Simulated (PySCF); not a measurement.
Ligands exchanged one at a time, Sn OH-OCH3. Gas-phase values, no solvent. One relaxed conformer stands for each flexible species; it need not be the lowest. Strings in code marks are SMILES. In the def2 sets, heavy atoms carry core potentials. All members: neutral, multiplicity 1. Level: B3LYP-D3(BJ)/def2-TZVP // PBE0-D4/def2-SVP (PySCF), beside PBE-D3(BJ)/def2-TZVP // PBE0-D4/def2-SVP (PySCF) at the same geometries. B3LYP has the VWN-RPA correlation part, as in Gaussian.  Orbital energies are measured against the vacuum level.

| species | HOMO, PBE (eV) | HOMO, B3LYP-D3(BJ) (eV) |
|---|---|---|
| `[OH][Sn]([OH])([OH])[OH]` | -7.37 | -8.87 |
| `C[O][Sn]([OH])([OH])[OH]` | -6.49 | -7.89 |
| `C[O][Sn]([OH])([OH])[O]C` | -6.45 | -7.82 |
| `C[O][Sn]([OH])([O]C)[O]C` | -6.36 | withheld |
| `C[O][Sn]([O]C)([O]C)[O]C` | -6.34 | -7.71 |

### Question
Fit y = a + b·x, y being the HOMO at the first level, to the 4 complete rows by least squares, with x = the PBE value in eV. Give a, b and the rms residual, and predict the withheld value.

### Answer
Means of the 4 rows: x̄ = -6.6625, ȳ = -8.0725 eV. Σ(x − x̄)² = 0.67948 and Σ(x − x̄)(y − ȳ) = 0.76627, so b = 1.128 and a = ȳ − b·x̄ = -0.557 eV. The rms residual is 0.009 eV. At x = -6.36 the line gives -7.73 eV. The run for `C[O][Sn]([OH])([O]C)[O]C` gave -7.73 eV, so the line is off by 0.00 eV, within twice the rms residual.

Codes: PySCF.
